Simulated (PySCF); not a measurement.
C₃H₇NSi, SMILES C=C=CN[SiH3]. Coordinates come from a PBE-D3(BJ)/def2-SVP optimisation. This is a generated structure with no PubChem entry under its InChIKey; it may be hypothetical. Other conformers were not sampled.

Computed equilibrium geometry at PBE-D3(BJ)/def2-SVP (PySCF confirms it by a frequency run) as bond lengths and angles, and its point group (one conformer of several):
point group Cs.
Atoms: C1 C2 C3 N4 Si5 H6 H7 H8 H9 H10 H11 H12. Bonded distances (Å): C1–C2 1.319, C1–H6 1.107, C1–H7 1.107, C2–C3 1.329, C3–N4 1.400, C3–H8 1.106, N4–Si5 1.760, N4–H9 1.019, Si5–H10 1.505, Si5–H11 1.502, Si5–H12 1.505. Angles (°): C2–C1–H6 122.1, C2–C1–H7 122.1, H6–C1–H7 115.9, C1–C2–C3 179.4, C2–C3–N4 126.2, C2–C3–H8 118.5, N4–C3–H8 115.3, C3–N4–Si5 124.9, C3–N4–H9 115.2, Si5–N4–H9 120.0, N4–Si5–H10 111.7, N4–Si5–H11 105.0, N4–Si5–H12 111.7, H10–Si5–H11 110.2, H10–Si5–H12 108.1, H11–Si5–H12 110.2.
Charge 0, spin multiplicity 1.
